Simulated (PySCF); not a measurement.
Unknown compound

The spectra below were simulated for a compound C₈H₁₀N₂.

1H NMR (600 MHz, computed): δ 8.71 (br s, 1H), 7.69 (s, 1H), 6.82 (m, 1H), 5.76 (m, 1H), 5.33 (m, 1H), 1.64 (m, 1H), 0.83 (m, 2H), 0.53 (m, 2H).

13C{1H} NMR (computed): δ 143.5 (C), 140.1 (CH), 133.8 (CH), 124.3 (C), 116.0 (CH2), 6.2 (CH2, 2C), 5.8 (CH).

Computational details: geometry from PBE0-D3(BJ)/def2-SVP, shielding tensors at PBE0/pcSseg-1 (GIAO), in PySCF 2.14 (fast rotation and ring inversion assumed for equivalent nuclei, no solvent, non-relativistic Hamiltonian, single conformer).

References, each an isolated molecule treated in the same way: 1H, 13C vs TMS.

Question: Which of these isomers gave the spectra?
A. N#C[C@H]1CC[C@H](C#N)CC1
B. C/N=C\c1ccncc1C
C. C=Cc1cn[nH]c1C1CC1

Answer: C. 

Rings plus π bonds: 5 (2 rings in the answer). 7 carbon signals for 8 carbons: some carbons are equivalent by symmetry or fast rotation. Carbon types of the structure: 2 × C, 3 × CH, 3 × CH2, leaving 1 H on heteroatoms. δC 140.1: aromatic CH next to a ring nitrogen; the adjacent pyridine-type nitrogen withdraws density from it. δC 133.8: alkene CH; an sp2 carbon of a C=C bond. δC 124.3: substituted aromatic carbon. δC 116.0: terminal =CH2 carbon; the olefinic region. δH 8.71: hydrogen on a pyrrole-type ring nitrogen; exchangeable, gas-phase position.

The others: N#C[C@H]1CC[C@H](C#N)CC1 would give 3 carbon signals, not 7; C/N=C\c1ccncc1C would give 8 carbon signals, not 7.

OH and NH positions are those of a molecule without intermolecular hydrogen bonds; in solution they move with solvent, concentration and temperature, and exchange usually removes their couplings. Shifts are as computed. Against solution values, carbons near 30 ppm lie about +2 ppm off and those near 130 ppm about +5 ppm (rms about the fit 1.9 ppm; single classes can miss by 10 ppm). Of 1328 compounds with measured shifts, 309 miss one by over three times the rms of a fit or turn the order of signals round; such compounds aren't used in these exercises. Signals without a measured value on file couldn't be tested in this way; 1H shifts scatter by 0.2 ppm about their fit, and single ones miss by 0.5 ppm. Multiplicities follow the n + 1 count of equivalent neighbours, as no J values were calculated; m marks all less simple cases, F and P coupling included.
